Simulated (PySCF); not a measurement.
**Kr+: excitation energy**

Kr+ [Ar] 3d10 4s2 4p5 (2P) → Kr+ [Ar] 3d10 4s1 4p6 (2S), as a difference of total energies. All numbers are calculated (PySCF 2.14, a scalar-relativistic core potential, in aug-cc-pVTZ-PP with ECP10MDF). Correlated levels: valence: 3s2 3p6 3d10 frozen. The calculations carry no spin-orbit coupling.

```csv
method,excitation energy (cm⁻¹)
UHF,143980
MP2 (valence),124880
SCS-MP2 (valence),122740
CCSD (valence),112650
CCSD(T) (valence),105850
```

Errors of the correlated levels include the incompleteness of this basis and the frozen core.

The coupled-cluster amplitudes are large for the upper state (T1 above 0.03 or a double amplitude above 0.15), so a single reference is strained.

**Question.** Which method comes closest to the reference value, and which is furthest?

**Answer.** The reference is 107210 cm⁻¹ (measured; NIST levels, between the centres of gravity of the two terms). Closest: CCSD(T) (valence) (error -1355.3 cm⁻¹); furthest: UHF (error 36766 cm⁻¹).
